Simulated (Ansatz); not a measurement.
`O[SiH2][SiH2]Br` + `BO` → `BO[SiH2]Br` + silanol  (cleavage of the Si–Si bond)

Gas-phase electronic energies from Ansatz, PBE0-D4/def2-TZVP geometries. CCSD(T)/CBS adds triple-zeta CCSD(T) − MP2 to the extrapolated MP2 energy (def2 sets, frozen cores). This one scheme is used for every species. DFT in def2-TZVPP. For Br outer-core shells are correlated without core-valence functions, which leaves a few kJ/mol of doubt a bond. Scalar relativity is left out up to krypton. One conformer a species, not always the lowest.

CCSD(T)/CBS gives -0.95 eV.

Q: Another level gave -0.66 eV. Which?
A. revPBE-D4/def2-TZVPP
B. BHLYP/def2-TZVPP
C. r2SCANh-D4/def2-TZVPP
D. CCSD/def2-TZVPP

A: A. revPBE-D4 -0.66, r2SCANh-D4 -0.89, CCSD/def2-TZVPP -1.00, BHLYP -1.08 eV.

Largest T1 diagnostic among the species: 0.014.

From PBE to PBE0 (25 % exact exchange), in def2-TZVPP and without D4, ΔE moves by −0.09 eV. Leaving LDA and LC-ωPBE aside and taking each functional with its dispersion term where it has one, the values, not all of them listed here, spread over 0.38 eV, from BHLYP-D4 to PBE-D4.
